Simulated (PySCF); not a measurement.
Does the structure fit the spectrum?

A compound C5H5NO2Si gives the data below (simulated from a calculation) and was assigned the structure `C#C[Si@H](O)c1ccno1`.

13C{1H} NMR (computed): δ 179.5 (C), 174.2 (CH), 134.4 (C), 123.3 (C), 77.6 (CH2).

1H NMR (600 MHz, computed): δ 8.19 (t, 1H), 5.15 (m, 2H), 4.84 (s, 2H).

[PySCF 2.14.0 with density-fitted response routines: structure optimised with GFN2-xTB; shielding tensors at PBE0/pcSseg-1 (GIAO); one averaged value for each set of equivalent atoms; relativity neglected; a single conformation; gas phase]

Shifts are taken against calculated references (same method and geometry level): 1H (σ = 31.72 ppm), 13C (σ = 186.93 ppm) against TMS.

Q: Compare with the shifts computed for the proposed structure, pairing carbons in order of shift.

A: Structure with atom numbers: `[CH:1]#[C:2][Si@H:3]([OH:4])[c:5]1[cH:6][cH:7][n:8][o:9]1`; H(Xn) means a hydrogen on atom n.

| atom | computed for proposal | given list | difference |
| --- | --- | --- | --- |
| C5 | 177.0 | 179.5 | -2.5 |
| C7 | 152.8 | 174.2 | -21.4 |
| C6 | 118.8 | 134.4 | -15.6 |
| C1 | 103.2 | 123.3 | -20.1 |
| C2 | 90.1 | 77.6 | +12.5 |

The rms difference is 15.9 ppm and the largest -21.4 ppm at C7 (aromatic CH next to a ring nitrogen). The carbon types in order of shift don't match either: C, CH, CH, CH, C for the proposal against C, CH, C, C, CH2 in the data. The proposal doesn't fit.

Q: Which isomer fits?

A: `C(#N)[SiH2]C1=CCOC1=O`.

Carbon types of the structure: 3 × C, 1 × CH, 1 × CH2, leaving 2 H on heteroatoms. δC 179.5: ester carbonyl carbon; it is a carbonyl in resonance with an O or N lone pair, the region of acids, esters and amides. δC 174.2: β carbon of a C=C–C=O unit; conjugation with the carbonyl draws π density from the β position. δC 134.4: α carbon of a C=C–C=O unit; the olefinic region. δC 77.6: allylic sp3 CH2 bonded to O; the inductive effect lowers its shielding.

Other isomers checked: N#Cc1ccc(O[SiH3])o1 (rms 20.5 ppm).

This is the structure that produced the data.

Shifts are as computed. Against solution values, carbons near 30 ppm lie about +3 ppm off and those near 130 ppm about +5 ppm. Of 1211 compounds with measured shifts, 218 miss one by over three times the rms of a fit or turn the order of signals round; such compounds aren't used in these exercises. Multiplicities follow the n + 1 count of equivalent neighbours, as no J values were calculated; m marks all less simple cases, F and P coupling included.
